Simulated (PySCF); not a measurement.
SMILES Cl[Se]Cl, PBE0/def2-SVP optimised geometry.

```
3

Se    -0.86    -1.06     0.00
Cl    -1.31     1.06     0.00
Cl     1.31    -1.06     0.00
```

Density from PBE0/def2-TZVP (PySCF) at that geometry.

Minimum of the electron density along straight lines between bonded atoms, close to the bond critical point (lines longer than 1.1 times the sum of covalent radii, or with two minima, are not listed):

```
bond     length / Å  ρ at the minimum / e bohr⁻³  ∇²ρ there / e bohr⁻⁵  position (fraction from the first atom)
-------  ----------  ---------------------------  --------------------  ---------------------------------------
Se1–Cl2       2.170                        0.122                 -0.02                                     0.47
Se1–Cl3       2.170                        0.122                 -0.02                                     0.47
```
